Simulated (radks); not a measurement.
All-electron atom: the caesium ion Cs19+ in [Kr]. All-electron calculation, scalar-relativistic Kohn-Sham, LB94 model potential, spin-polarised, spherical densities, finite nucleus; Fermi nuclear charge, rms radius 4.8041 fm. Program: a radial shooting solver on a logarithmic mesh with Libxc functionals.

Radial electron density D(r) = 4 pi r^2 rho(r):

r (bohr),D(r) (e/bohr)
0.001499,4.480
0.001921,6.736
0.002461,9.995
0.003154,14.58
0.004042,20.83
0.005179,28.94
0.006637,38.83
0.008505,49.85
0.0109,60.54
0.01385,68.50
0.01775,72.06
0.02275,70.09
0.02916,65.18
0.03736,63.46
0.04788,70.64
0.06135,84.68
0.07862,93.25
0.1007,85.27
0.1291,68.77
0.1654,65.51
0.212,76.11
0.2717,72.43
0.3482,45.62
0.4461,24.00
0.5717,19.72
0.7326,14.93
0.9388,5.754
1.203,0.9211
1.542,0.05073
1.976,0.0007480

D(r) has 3 maxima, at r = 0.0183, 0.0799, 0.233 bohr, and minima at 0.0353, 0.152 bohr, inside which lie 1.98, 11.06 electrons.
